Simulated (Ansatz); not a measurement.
Reaction (substitution at a C–Ge bond): `N[CH2][GeH2][OH]` + `[SH][GeH3]` → `NC[S][GeH3]` + `[OH][GeH3]`

Isolated molecules relaxed with PBE0-D4/def2-TZVP in Ansatz; ΔE leaves out vibrations. CBS: MP2 limit from def2 TZ/QZ plus the TZ coupled-cluster correction, frozen cores. Functionals use def2-TZVPP. For Ge outer-core shells are correlated without core-valence functions, which leaves a few kJ/mol of doubt a bond. Scalar relativity is left out up to krypton. Each species was taken in one conformer, which may not be the lowest.

(1) Is it downhill or uphill in electronic energy at CCSD(T)/CBS, and by how much? (An estimate is asked.)

(2) What do these levels give: ωB97X-V, PBE-QIDH, LC-ωPBE, HF/def2-TZVPP, MP2/def2-TZVPP, HF/CBS(def2)? (Estimate.)

Largest T1 diagnostic among the species: 0.011.

Results:

(1) Ansatz gave: Uphill: ΔE = +23.8 kJ/mol.

(2) Computed: ωB97X-V 20.5, PBE-QIDH 21.5, LC-ωPBE 24.1, HF/def2-TZVPP 26.1, MP2/def2-TZVPP 22.4, HF/CBS(def2) 26.3 kJ/mol.

At CCSD(T), def2-SVP lies −7.9 kJ/mol from the extrapolated value and def2-TZVPP +0.4 kJ/mol. The D4 term adds −5.4 kJ/mol with B3LYP and −2.8 kJ/mol with PBE0; it sums over pairs of atoms, weighted by their polarisabilities, and B3LYP, whose exchange is more repulsive, gets the larger term.

B3LYP here is the variant with VWN-RPA as its local correlation; programs differ in this.
